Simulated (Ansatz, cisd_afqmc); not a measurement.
Species: S, charge 0, triplet.

Total energies in def2-SVP, 6 correlated electrons, 5 frozen orbitals. Open shells are spin-unrestricted; no spin-orbit coupling. Cores are frozen in correlated methods. No relativity. The Monte Carlo rows (phaseless AFQMC, CISD trial, step 0.005/hartree) carry one-sigma bars that omit the constraint's bias. Outlying blocks are dropped, and bars are widened where a walk drifts. Over all cases where full CI ran beside it in this data, AFQMC minus full CI had a median of +0.1 mEh and passed +0.4 mEh in a tenth of the cases. Full CI freezes restricted core orbitals and the other rows unrestricted ones, which leaves a small offset even where coupled cluster is exact.

```
method         program         energy (Eh)  error against FCI (mEh)
----------  ----------  ------------------  -----------------------
HF              Ansatz          -397.36640                   101.82
MP2             Ansatz          -397.44843                    19.78
CCSD            Ansatz          -397.46677                     1.44
CCSD(T)         Ansatz          -397.46790                     0.32
CCSDT(Q)        Ansatz          -397.46822                    -0.01
CCSDTQ          Ansatz          -397.46824                    -0.02
AFQMC/CISD  cisd_afqmc  -397.4681 ± 0.0001                0.2 ± 0.1
FCI             Ansatz          -397.46822                     0.00
```

Ansatz is a first-principles code.
